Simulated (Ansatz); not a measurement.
Reaction (ligand exchange at the Si–S bond): `N=C(F)S[SiH2]N` + `[SiH3]S` → `N[SiH2]S[SiH3]` + `N=C(F)S`

Program: Ansatz. Geometries: PBE0-D4/def2-TZVP. ΔE: electronic, gas phase. CCSD(T)/CBS adds triple-zeta CCSD(T) − MP2 to the extrapolated MP2 energy (def2 sets, frozen cores). Functionals use def2-TZVPP. One conformer a species, not always the lowest.

```csv
level,ΔE (kJ/mol)
PBE-D4,-6.2
HF/def2-TZVPP,-3.4
```

(1) What does CCSD(T)/CBS give? (An estimate is asked.)

Largest T1 diagnostic among the species: 0.014.

Results:

(1) Computed: -5.7 kJ/mol. The listed levels differ from it by -0.5, 2.3 kJ/mol.
